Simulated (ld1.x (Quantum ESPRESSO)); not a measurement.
## gold (Au), TM: configuration errors across variants

Au (Z = 79), norm-conserving Troullier–Martins (Kleinman–Bylander form), made with ld1.x (Quantum ESPRESSO) 7.5 (BP86, scalar-relativistic). Core [Xe] 4f14, reference 5d10 6s0 6p0 (charge +1). Waves: 6s (bound, empty): rc 1.70 bohr; 6p (bound, empty): rc 2.95 bohr; 5d (bound): rc 1.55 bohr. Local part: all-electron potential smoothed inside 1.20 bohr (lloc = -1). Core correction: Bessel-smoothed model core, default radius (core density twice the valence density).

All-electron excitation energies from the reference (eV): (1) 5d10 6s1 6p0 -9.577; (2) 5d9 6s0 6p0 21.330; (3) 5d8 6s0 6p0 55.319; (4) 5d10 6s0 6p1 -4.251; (5) 5d9 6s2 6p0 -7.934; (6) 5d9 6s1 6p0 2.681; (7) 5d10 6s0.5 6p0 -5.716.

The default core radius of the base comes out at 1.02 bohr.

2 further variants failed, have other tests or another functional or relativity, and are left out.

A true bound ghost makes a file unfit for plane-wave use even where its test errors are small: the radial tests pick states by their node count and pass the ghost by.

Errors AE − PS in meV (a dash: test not solved or not reliable):

```tsv
change	(1)	(2)	(3)	(4)	(5)	(6)	(7)	bound ghosts
base	-1.5	-34	-189	-1.2	-47	-26	+0.6	s, p
local potential all-electron potential smoothed inside 2.32 bohr (lloc = -1)	-0.6	-50	-269	-1.0	-50	-23	+0.7	s
core correction Bessel-smoothed model core inside 1.84 bohr	-0.5	-33	-184	-1.1	-41	-23	+0.8	s, p
local potential all-electron potential smoothed inside 1.95 bohr (lloc = -2)	-1.0	-45	-246	-1.0	-51	-27	+0.6	none
```

**Question.** Give the same row for: wave 6p (bound): rc 2.95 bohr becomes 6p (bound): rc 2.08 bohr.

**Answer.** -1.5, -34, -189, +0.7, -47, -26, +0.6; bound ghosts: s, p.
